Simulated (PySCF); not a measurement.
**Magnetisability: `[OH2]->[Ga+3](<-[OH2])(<-[OH2])(<-[OH2])(<-[OH2])<-[OH2]`, [GaH$_{12}$O$_{6}$]3+, charge +3**

Cartesian coordinates in Å; atom numbers follow the order of the lines, from 1:
```xyz
19

Ga   -0.0014   -0.0006   -0.0010
O    -0.0026    0.1029    1.9621
H    -0.0751    0.9231    2.4745
H     0.0644   -0.6328    2.5913
O     0.0027   -0.1021   -1.9634
H     0.0880   -0.9205   -2.4768
H    -0.0743    0.6335   -2.5915
O     1.9537    0.1362    0.0004
H     2.5148    0.2216    0.7874
H     2.5309    0.1296   -0.7786
O    -1.9547   -0.1401    0.0000
H    -2.5276   -0.1359    0.7821
H    -2.5209   -0.2161   -0.7838
O    -0.1475    1.9549   -0.0897
H     0.5860    2.5895   -0.1122
H    -0.9746    2.4577   -0.1522
O     0.1463   -1.9549    0.0891
H    -0.5840   -2.5934    0.1065
H     0.9760   -2.4527    0.1557
```

Total charge +3.

Method: GIAO KT3/def2-SVP magnetisability, rotational g tensor and spin-rotation constants, non-relativistic, gas phase in PySCF. Geometry: GFN2-xTB.

The calculation is non-relativistic, which matters for the atoms heavier than Zn. For an ion the centre-of-mass motion in the field is neglected.

Q: How diamagnetic is it, and how anisotropic?

A: Isotropic -1416 × 10⁻³⁰ J/T², or -85.3 × 10⁻⁶ cm³/mol; principal values -1416, -1416, -1415 × 10⁻³⁰ J/T², anisotropy 1 × 10⁻³⁰ J/T² (root of half the summed squared differences of the principal values). The susceptibility is in cgs units.

Q: Split it along the inertial axes a, b, c into diamagnetic and paramagnetic parts about the centre of mass, with the quadrupole moment.

A: 
| axis | χ (10⁻⁶ cm³/mol) | diamagnetic (10⁻⁶ cm³/mol) | paramagnetic (10⁻⁶ cm³/mol) | summed x² of all electrons (Å²) | quadrupole Θ (D Å) |
| --- | --- | --- | --- | --- | --- |
| a | -85.3 | -771.6 | 686.3 | 91.9 | +0.03 |
| b | -85.2 | -773.7 | 688.5 | 91.4 | +0.65 |
| c | -85.3 | -777.7 | 692.4 | 90.5 | -0.68 |

Anisotropies 2χaa − χbb − χcc = 0.0 and 2χbb − χaa − χcc = +0.1 × 10⁻⁶ cm³/mol. Θ is traceless in Buckingham's convention.

Q: And the rotational g tensor?

A: 
| axis | rotational constant (GHz) | g | nuclear part | electronic part |
| --- | --- | --- | --- | --- |
| a | 1.6740 | +0.0570 | 0.5967 | -0.5397 |
| b | 1.6690 | +0.0565 | 0.5963 | -0.5399 |
| c | 1.6595 | +0.0568 | 0.5966 | -0.5398 |

Asymmetric top; isotopes 69Ga, 1H, 16O; no vibrational averaging.
